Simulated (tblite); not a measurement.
Species: C₄H₁₁NSi.
SMILES with atom numbers: `[CH3:1][NH:2][Si@@H:3]1[CH2:4][C@H:5]1[CH3:6]` (hydrogens: H7, H8, H9 on C1; H10 on N2; H11 on Si3; H12, H13 on C4; H14 on C5; H15, H16, H17 on C6)

Computed with GFN2-xTB (tblite), gas phase: Langevin dynamics at 200 K from the optimised GFN2-xTB geometry, time step 0.5 fs, friction 0.01 fs⁻¹, 2000 steps.

The start geometry, which sets the zero of energy:
```
atom  x, y, z in Å
C1      2.903   -0.527    0.266
N2      1.690   -0.071   -0.376
Si3     0.339    0.480    0.531
C4     -0.885   -0.844    1.054
C5     -1.334   -0.016   -0.168
C6     -2.556    0.848    0.011
H7      3.531    0.296    0.624
H8      2.632   -1.144    1.119
H9      3.489   -1.129   -0.431
H10     1.895    0.412   -1.239
H11     0.441    1.677    1.357
H12    -1.484   -0.703    1.943
H13    -0.691   -1.891    0.869
H14    -1.366   -0.579   -1.094
H15    -2.655    1.556   -0.810
H16    -3.461    0.238    0.043
H17    -2.495    1.410    0.940
```

Question: These frames come from the run, each turned onto the start geometry. Order them by potential energy, lowest first.
A.
```
atom  x, y, z in Å
C1      3.026   -0.316    0.366
N2      1.897    0.180   -0.395
Si3     0.305    0.337    0.344
C4     -0.986   -1.004    0.889
C5     -1.438   -0.046   -0.262
C6     -2.541    0.921    0.101
H7      3.841    0.334    0.123
H8      2.784   -0.280    1.371
H9      3.250   -1.393    0.226
H10     2.008   -0.021   -1.405
H11     0.210    1.304    1.448
H12    -1.586   -0.954    1.764
H13    -0.802   -2.069    0.600
H14    -1.675   -0.580   -1.219
H15    -2.648    1.701   -0.639
H16    -3.469    0.471    0.312
H17    -2.182    1.425    1.016
```
B.
```
atom  x, y, z in Å
C1      2.897   -0.605    0.207
N2      1.745    0.101   -0.347
Si3     0.347    0.586    0.540
C4     -0.901   -0.774    1.159
C5     -1.272   -0.028   -0.188
C6     -2.539    0.757    0.017
H7      3.597    0.105    0.686
H8      2.523   -1.339    0.894
H9      3.436   -1.163   -0.571
H10     2.155    0.611   -1.142
H11     0.259    1.877    1.313
H12    -1.532   -0.526    1.992
H13    -0.763   -1.838    1.093
H14    -1.441   -0.560   -1.135
H15    -2.607    1.508   -0.796
H16    -3.357    0.076   -0.070
H17    -2.553    1.226    0.987
```
C.
```
atom  x, y, z in Å
C1      2.845   -0.583    0.300
N2      1.744    0.043   -0.375
Si3     0.331    0.570    0.460
C4     -0.842   -0.799    1.106
C5     -1.325   -0.026   -0.192
C6     -2.631    0.771    0.020
H7      3.607    0.148    0.618
H8      2.403   -1.240    1.068
H9      3.376   -1.212   -0.381
H10     2.004    0.529   -1.227
H11     0.629    1.816    1.208
H12    -1.386   -0.595    1.993
H13    -0.538   -1.792    0.954
H14    -1.245   -0.579   -1.129
H15    -2.724    1.649   -0.631
H16    -3.561    0.201   -0.195
H17    -2.695    1.112    1.042
```
D.
```
atom  x, y, z in Å
C1      2.877   -0.453    0.268
N2      1.625   -0.144   -0.345
Si3     0.298    0.445    0.613
C4     -0.912   -0.895    1.053
C5     -1.347   -0.069   -0.180
C6     -2.499    0.898    0.003
H7      3.434    0.475    0.469
H8      2.666   -0.954    1.221
H9      3.513   -1.084   -0.389
H10     1.745    0.187   -1.274
H11     0.414    1.661    1.331
H12    -1.554   -0.861    1.923
H13    -0.726   -1.958    0.816
H14    -1.328   -0.637   -1.082
H15    -2.449    1.687   -0.719
H16    -3.482    0.442   -0.027
H17    -2.281    1.272    0.959
```

Answer: D (0.260 eV), C (0.347 eV), B (0.433 eV), A (0.527 eV).

In the order of the answer:

| t (fs) | E above start (eV) | largest force (eV/Å) | rms force component (eV/Å) | rms distance from start (Å) | rms bond change (Å) | bond most changed (Å) |
| --- | --- | --- | --- | --- | --- | --- |
| 375 | 0.260 | 1.78 | 0.529 | 0.164 | 0.020 | Si3–H11 -0.042 |
| 100 | 0.347 | 2.44 | 0.532 | 0.189 | 0.022 | C4–C5 +0.043 |
| 500 | 0.433 | 1.90 | 0.510 | 0.194 | 0.026 | Si3–C4 +0.070 |
| 925 | 0.527 | 2.17 | 0.723 | 0.428 | 0.031 | Si3–C4 +0.062 |

The cost below is that of the whole dynamics run. On one thread, Arm Neoverse V1 (aarch64) (shared host), this took 12 s of wall time and 0.19 GiB of memory at its peak.
